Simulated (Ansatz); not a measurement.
`BC([SiH3])[SiH2]F` + `[OH][GeH3]` → `F[SiH2][O][GeH3]` + `BC[SiH3]` at 500 K and 1 bar (ligand exchange at the Si–C bond).

Isolated molecules relaxed with PBE0-D4/def2-TZVP in Ansatz; ΔE leaves out vibrations. CBS: MP2 limit from def2 TZ/QZ plus the TZ coupled-cluster correction, frozen cores. For Ge outer-core shells are correlated without core-valence functions, which leaves a few kJ/mol of doubt a bond. Scalar relativity is left out up to krypton. One conformer a species, not always the lowest.

```csv
species,CCSD(T)/CBS energy (Eh),H − E (kJ/mol),S (J/(mol·K))
`BC([SiH3])[SiH2]F`,-745.66823,275.8,455.8
`[OH][GeH3]`,-2153.69723,124.0,309.0
`F[SiH2][O][GeH3]`,-2543.28863,171.0,418.4
`BC[SiH3]`,-356.11784,228.6,357.7
```

H − E and S are ideal-gas, rigid-rotor, harmonic terms from PBE0-D4/def2-TZVP, for one conformer and one mirror image of each species. 1 Eh = 2625.50 kJ/mol, R = 8.31446 J/(mol·K).

Task: By hand: ΔE, ΔH, ΔS and ΔG.

Result: ΔE = (-2543.28863) + (-356.11784) − (-745.66823) − (-2153.69723) = -0.04101 Eh = -107.7 kJ/mol. Δ(H − E) = 171.0 + 228.6 − 275.8 − 124.0 = -0.2, so ΔH = -107.9 kJ/mol. ΔS = 418.4 + 357.7 − 455.8 − 309.0 = 11.3 J/(mol·K). ΔG = -107.9 − 500 × (11.3)/1000 = -113.6 kJ/mol.

Task: By hand: the equilibrium constant, and the temperature at which ΔG would vanish if ΔH and ΔS stayed fixed.

Result: log₁₀ K = −ΔG/(RT ln 10) = 11.9. ΔH and −TΔS have one sign here, so there is no such temperature.

The number of gas molecules stays the same, so ΔS is small and ΔH decides. A doubt of 5 kJ/mol in ΔE shifts log₁₀ K by 0.5 here. Other conformers and mirror images would add mixing entropy, several J/(mol·K) or more a flexible species. Modes under 60 cm⁻¹, often nearly free rotors, make the harmonic entropy too high. These are equilibria of isolated gas molecules and say nothing of rates. Largest T1 diagnostic: 0.012 (customary marks: 0.02 for closed shells, 0.045 for open ones).

ΔS is within the doubt of such terms, so its sign, and with it that verdict, could turn.
